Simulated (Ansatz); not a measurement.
`C[O][Ge]([Cl])([Cl])[Cl]` → Cl₂ + `C[O][Ge][Cl]` at 400 K and 1 bar (germylene formation by 1,1-elimination).

Calculated with Ansatz (gas phase, PBE0-D4/def2-TZVP geometries, no zero-point term in ΔE). CCSD(T)/CBS is the MP2 limit (def2-TZVPP, def2-QZVPP) plus CCSD(T) − MP2 in def2-TZVPP, frozen cores. This one scheme is used for every species. For Ge outer-core shells are correlated without core-valence functions, which leaves a few kJ/mol of doubt a bond. Scalar relativity is left out up to krypton. One conformer a species, not always the lowest.

| species | CCSD(T)/CBS energy (Eh) | H − E (kJ/mol) | S (J/(mol·K)) |
| --- | --- | --- | --- |
| `C[O][Ge]([Cl])([Cl])[Cl]` | -3570.61978 | 161.4 | 442.9 |
| Cl₂ | -919.51390 | 16.1 | 232.9 |
| `C[O][Ge][Cl]` | -2650.97453 | 139.2 | 359.7 |

H − E and S are ideal-gas, rigid-rotor, harmonic terms from PBE0-D4/def2-TZVP, for one conformer and one mirror image of each species. 1 Eh = 2625.50 kJ/mol, R = 8.31446 J/(mol·K).

Question: By hand: ΔE, ΔH, ΔS and ΔG.

Answer: ΔE = (-919.51390) + (-2650.97453) − (-3570.61978) = 0.13135 Eh = 344.9 kJ/mol. Δ(H − E) = 16.1 + 139.2 − 161.4 = -6.1, so ΔH = 338.8 kJ/mol. ΔS = 232.9 + 359.7 − 442.9 = 149.7 J/(mol·K). ΔG = 338.8 − 400 × (149.7)/1000 = 278.9 kJ/mol.

Question: By hand: the equilibrium constant, and the temperature at which ΔG would vanish if ΔH and ΔS stayed fixed.

Answer: log₁₀ K = −ΔG/(RT ln 10) = -36.4. ΔG = 0 at ΔH/ΔS = 2263 K.

The number of gas molecules changes by +1, which sets the sign of ΔS. A doubt of 5 kJ/mol in ΔE shifts log₁₀ K by 0.7 here. Other conformers and mirror images would add mixing entropy, several J/(mol·K) or more a flexible species. Modes under 60 cm⁻¹, often nearly free rotors, make the harmonic entropy too high. These are equilibria of isolated gas molecules and say nothing of rates. Largest T1 diagnostic: 0.015 (customary marks: 0.02 for closed shells, 0.045 for open ones).
